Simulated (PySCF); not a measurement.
## How methods differ on the ionisation energy of Ne(2+)

Ne(2+) [He] 2s2 2p4 (3P) → Ne(3+) [He] 2s2 2p3 (4S), as a difference of total energies. Computed with PySCF 2.14 in aug-cc-pVTZ with one added diffuse shell each of s, p, d, f type (6s5p4d3f, 62 functions), with no relativity, point nucleus. Correlated levels: valence: 1s2 frozen. The calculations carry no spin-orbit coupling.

```json
{"method": "UHF", "ionisation energy (eV)": "61.840", "plus first-order spin-orbit estimate": "61.877", "error of that sum (eV)": "-1.546"}
{"method": "MP2 (valence)", "ionisation energy (eV)": "63.031", "plus first-order spin-orbit estimate": "63.068", "error of that sum (eV)": "-0.355"}
{"method": "SCS-MP2 (valence)", "ionisation energy (eV)": "63.135", "plus first-order spin-orbit estimate": "63.172", "error of that sum (eV)": "-0.251"}
{"method": "CCSD (valence)", "ionisation energy (eV)": "63.064", "plus first-order spin-orbit estimate": "63.102", "error of that sum (eV)": "-0.321"}
{"method": "CCSD(T) (valence)", "ionisation energy (eV)": "63.082", "plus first-order spin-orbit estimate": "63.119", "error of that sum (eV)": "-0.304"}
```

Reference: 63.423 eV (measured; NIST Atomic Spectra Database, ionization energies).

A first-order spin-orbit estimate (lowest level to lowest level, LS coupling) adds 0.037 eV.

Errors of the correlated levels include the incompleteness of this basis and the frozen core.
